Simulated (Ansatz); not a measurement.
Program: Ansatz. Geometries: PBE0-D4/def2-TZVP. ΔE: electronic, gas phase. CCSD(T)/CBS is the MP2 limit (def2-TZVPP, def2-QZVPP) plus CCSD(T) − MP2 in def2-TZVPP, frozen cores. This one scheme is used for every species. Each species was taken in one conformer, which may not be the lowest.

`O=C(F)c1ccccc1` + H–F → `O=C(F)F` + `c1ccccc1`  (substitution at a C–C bond)

| level | ΔE (kJ/mol) |
| --- | --- |
| MP2/def2-TZVPP | 52.2 |
| CCSD/def2-TZVPP | 41.3 |

Task: What does CCSD(T)/CBS give? (An estimate is asked.)

Result: Ansatz gave: +52.2 kJ/mol. The listed levels differ from it by 0.0, -10.9 kJ/mol.

Largest T1 diagnostic among the species: 0.014.

At CCSD(T), def2-SVP lies −24.8 kJ/mol from the extrapolated value and def2-TZVPP −6.5 kJ/mol. In def2-TZVPP, CCSD(T) changes the Hartree–Fock value by +24.9 kJ/mol (the triples alone add +4.3 kJ/mol) and MP2 by +31.5 kJ/mol. The D4 term adds +9.1 kJ/mol with B3LYP and +5.4 kJ/mol with PBE0; it sums over pairs of atoms, weighted by their polarisabilities, and B3LYP, whose exchange is more repulsive, gets the larger term.

B3LYP here is the variant with VWN-RPA as its local correlation; programs differ in this.
